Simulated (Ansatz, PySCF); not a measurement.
Ge(OH)3(PH2) (GeH5O3P), SMILES [OH][Ge]([PH2])([OH])[OH]. Atoms are numbered in the order given.

```xyz
10

O     -0.3800     0.0847     1.8626
Ge    -0.2575     0.0037     0.0913
O     -1.1307     1.4817    -0.4013
O     -1.0983    -1.4604    -0.4654
P      1.8811    -0.1353    -0.7975
H     -0.7869     0.9206     2.1332
H     -1.3135     1.5171    -1.3498
H     -1.8524    -1.6722     0.1032
H      2.1985    -1.2585     0.0260
H      2.3834     0.8114     0.1478
```

Geometry: B3LYP-D3(BJ)/def2-SVP. Other conformers were not sampled.

Two levels are set side by side: PBE-D3(BJ)/def2-SVP (Ansatz, a first-principles code) and B3LYP-D3(BJ)/def2-SVP (Ansatz). Each level has its own optimised geometry; the coordinates shown are those of the second. Frequencies come from the Hessian of PySCF at each geometry. Differences are taken from unrounded values.

```json
[
 {"quantity": "mean bond length (Å)", "B3LYP-D3(BJ)": "1.491", "PBE-D3(BJ)": "1.503", "PBE-D3(BJ) minus B3LYP-D3(BJ)": "0.011"},
 {"quantity": "bond O1–Ge2 (Å)", "B3LYP-D3(BJ)": "1.777", "PBE-D3(BJ)": "1.792", "PBE-D3(BJ) minus B3LYP-D3(BJ)": "0.015"},
 {"quantity": "bond Ge2–O3 (Å)", "B3LYP-D3(BJ)": "1.786", "PBE-D3(BJ)": "1.801", "PBE-D3(BJ) minus B3LYP-D3(BJ)": "0.015"},
 {"quantity": "bond Ge2–O4 (Å)", "B3LYP-D3(BJ)": "1.778", "PBE-D3(BJ)": "1.792", "PBE-D3(BJ) minus B3LYP-D3(BJ)": "0.014"},
 {"quantity": "bond Ge2–P5 (Å)", "B3LYP-D3(BJ)": "2.320", "PBE-D3(BJ)": "2.328", "PBE-D3(BJ) minus B3LYP-D3(BJ)": "0.008"},
 {"quantity": "bond O1–H6 (Å)", "B3LYP-D3(BJ)": "0.968", "PBE-D3(BJ)": "0.977", "PBE-D3(BJ) minus B3LYP-D3(BJ)": "0.009"},
 {"quantity": "bond O3–H7 (Å)", "B3LYP-D3(BJ)": "0.967", "PBE-D3(BJ)": "0.975", "PBE-D3(BJ) minus B3LYP-D3(BJ)": "0.009"},
 {"quantity": "bond O4–H8 (Å)", "B3LYP-D3(BJ)": "0.968", "PBE-D3(BJ)": "0.977", "PBE-D3(BJ) minus B3LYP-D3(BJ)": "0.009"},
 {"quantity": "bond P5–H9 (Å)", "B3LYP-D3(BJ)": "1.428", "PBE-D3(BJ)": "1.440", "PBE-D3(BJ) minus B3LYP-D3(BJ)": "0.012"},
 {"quantity": "bond P5–H10 (Å)", "B3LYP-D3(BJ)": "1.429", "PBE-D3(BJ)": "1.441", "PBE-D3(BJ) minus B3LYP-D3(BJ)": "0.012"},
 {"quantity": "highest harmonic wavenumber (cm⁻¹)", "B3LYP-D3(BJ)": "3840", "PBE-D3(BJ)": "3729", "PBE-D3(BJ) minus B3LYP-D3(BJ)": "-111"},
 {"quantity": "mean harmonic wavenumber (cm⁻¹)", "B3LYP-D3(BJ)": "1066", "PBE-D3(BJ)": "1035", "PBE-D3(BJ) minus B3LYP-D3(BJ)": "-31"},
 {"quantity": "zero-point energy (kcal/mol)", "B3LYP-D3(BJ)": "36.57", "PBE-D3(BJ)": "35.49", "PBE-D3(BJ) minus B3LYP-D3(BJ)": "-1.08"}
]
```

GGA bonds tend to be longer and softer than those of functionals with exact exchange. Differences between two approximate levels are no errors against the true value.
